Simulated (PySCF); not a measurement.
## Electron correlation in S (sulfur, neutral)

[Ne] 3s2 3p3 4s1, high-spin 5S determinant (an excited configuration). All numbers are calculated (PySCF 2.14, the non-relativistic Hamiltonian (point nucleus), in aug-cc-pV(T+d)Z with one added diffuse shell each of s, p, d, f type (7s6p5d3f, 71 functions)). Frozen: [Ne]; 6 electrons correlated.

```tsv
level	correlation energy (mhartree)
CCSD	-119.46
(T)	-4.56
CCSD(T)	-124.02
```

Diagnostics: T1 = 0.020, D1 = 0.0675, largest double amplitude 0.044.

Is a single reference adequate?

Yes: T1 lies below 0.03 and no double amplitude reaches 0.07.
